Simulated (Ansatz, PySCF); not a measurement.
Gas-phase reaction in SMILES: C#CO -> [C]#C + [OH] (HO) (the C-O bond at the site shown breaks; other sites are not compared here)
Each molecule is optimised on its own at B3LYP-D3(BJ)/def2-TZVP (Ansatz, a first-principles code). Markedly spin-contaminated UHF reference, which strains HF, MP2 and, less, CCSD(T): [C]#C. High T1 diagnostic, so coupled cluster is less sure: [C]#C.
Geometry of the first species:
```xyz
5

C      1.3080    -0.1153    -0.1364
C      0.1216    -0.0059    -0.0156
O     -1.1689     0.1846     0.0722
H      2.3584    -0.2191    -0.2392
H     -1.5848    -0.5301     0.5735
```
Charge 0, spin multiplicity 1.

Quantity: bond dissociation energy (0 K, with B3LYP-D3(BJ) harmonic zero-point energies from PySCF), in kcal/mol. Cores are frozen in the correlated levels unless marked. Open shells are spin-unrestricted. Spin-orbit coupling is left out. No relativistic terms. Basis-set limits of correlation are two-point, X^-3; Hartree-Fock from the larger set.

```
level                            program  bond dissociation energy (kcal/mol)
------------------------  --------------  -----------------------------------
BLYP/def2-TZVPD                   Ansatz                                120.4
revPBE-D3(BJ)/def2-TZVPD  Ansatz + dftd3                                121.1
r2SCAN-D4/def2-TZVPD      Ansatz + dftd4                                118.9
LC-wPBE/def2-TZVPD                Ansatz                                122.7
```

Task: Predict the CCSD(T)/CBS(cc-pVTZ,cc-pVQZ) result (Ansatz).

Result: 121.5 kcal/mol, so LC-wPBE/def2-TZVPD differs from it by 1.2 kcal/mol.
